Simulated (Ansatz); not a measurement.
Gas-phase electronic energies from Ansatz, PBE0-D4/def2-TZVP geometries. CCSD(T)/CBS adds triple-zeta CCSD(T) − MP2 to the extrapolated MP2 energy (def2 sets, frozen cores). DFT in def2-TZVPP. HSE06 is defined as in plane-wave codes. For Ge outer-core shells are correlated without core-valence functions, which leaves a few kJ/mol of doubt a bond. Scalar relativity is left out up to krypton. One conformer a species, not always the lowest.

Consider the redistribution: `[SiH3][SiH2][GeH2][GeH2][SiH2][GeH3]` + `[SiH3][SiH2][SiH3]` → `[SiH3][SiH2][GeH3]` + `[SiH3][SiH2][SiH2][GeH2][SiH2][GeH3]`.

```tsv
level	ΔE (kJ/mol)
B97M-V	5.2
PBE0-D4	11.6
CAM-B3LYP-D4	14.5
ωB97X-V	13.3
ωB97M-V	15.1
PBE0	11.7
HSE06	11.8
CCSD/CBS(def2)	15.7
```

Task: What does CCSD(T)/CBS give? (An estimate is asked.)

Result: Ansatz gave: +15.2 kJ/mol. The listed levels differ from it by -10.0, -3.6, -0.7, -1.9, -0.1, -3.5, -3.4, 0.5 kJ/mol.

Largest T1 diagnostic among the species: 0.013.

Leaving LDA and LC-ωPBE aside and taking each functional with its dispersion term where it has one, the values, not all of them listed here, spread over 11.5 kJ/mol, from B97M-V to BHLYP-D4.
